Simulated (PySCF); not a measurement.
Atoms are numbered as in `[F:1][B:2]([F:3])[C@@H:4]1[CH2:5][CH2:6][S:7]1`. Each H is labelled by its parent atom. Ha(C5), Ha(C6) are cis to B2 on the ring; Hb(C5), Hb(C6) are trans to B2 on the ring.

Geometry: PBE0-D3(BJ)/def2-SVP; GIAO shifts from PySCF 2.14.0 with density-fitted response routines, gas phase, non-relativistic, averaged over equivalent atoms.

At BLYP/pcSseg-1 (151 basis functions, 21 s wall time on 1 thread of an Arm Neoverse V1, shared host):
```
 atoms  δ (ppm)
 F1/F3   -113.2
    B2     23.2
    C6     34.4
    C5     32.4
    C4     29.3
    S7     67.9
Ha(C6)     3.76
Hb(C5)     3.26
Hb(C6)     2.64
 H(C4)     2.40
Ha(C5)     2.28
```

Shifts are taken against calculated references (same method and geometry level): ¹⁹F (σref 145.46) against CFCl3; ¹¹B (σref 92.85) vs BF3·OEt2; ¹³C (σref 175.31) and ¹H (σref 31.36) against TMS; ³³S (σref 481.97) vs CS2.

**Question.** Estimate the result of repeating the calculation with PBE0/IGLO-III.

**Answer.** 
```json
{"atoms": "F1/F3", "δ at PBE0/IGLO-III": "-108.0", "change": "+5.2"}
{"atoms": "B2", "δ at PBE0/IGLO-III": "24.2", "change": "+1.0"}
{"atoms": "C6", "δ at PBE0/IGLO-III": "30.6", "change": "-3.8"}
{"atoms": "C5", "δ at PBE0/IGLO-III": "29.9", "change": "-2.5"}
{"atoms": "C4", "δ at PBE0/IGLO-III": "26.0", "change": "-3.3"}
{"atoms": "S7", "δ at PBE0/IGLO-III": "48.3", "change": "-19.6"}
{"atoms": "Ha(C6)", "δ at PBE0/IGLO-III": "3.88", "change": "+0.12"}
{"atoms": "Hb(C5)", "δ at PBE0/IGLO-III": "3.36", "change": "+0.10"}
{"atoms": "Hb(C6)", "δ at PBE0/IGLO-III": "2.66", "change": "+0.02"}
{"atoms": "H(C4)", "δ at PBE0/IGLO-III": "2.53", "change": "+0.13"}
{"atoms": "Ha(C5)", "δ at PBE0/IGLO-III": "2.35", "change": "+0.07"}
```

Referencing at the same level of theory: CFCl3 for ¹⁹F (σref 174.63); ¹¹B (σref 99.94) vs BF3·OEt2; TMS for ¹³C (σref 183.78) and ¹H (σref 31.37); ³³S (σref 518.71) vs CS2.

The largest change is at S7 (sulfide sulfur). Cost: 304 basis functions, 48 s wall time on 1 thread of an Arm Neoverse V1, shared host. The order of the carbon signals is the same at both levels.

A carbon bonded to boron is broadened by the quadrupolar boron nucleus and is often missing from a measured spectrum. Unscaled 19F shifts against computed CFCl3 carry errors that often reach 10 to 50 ppm.
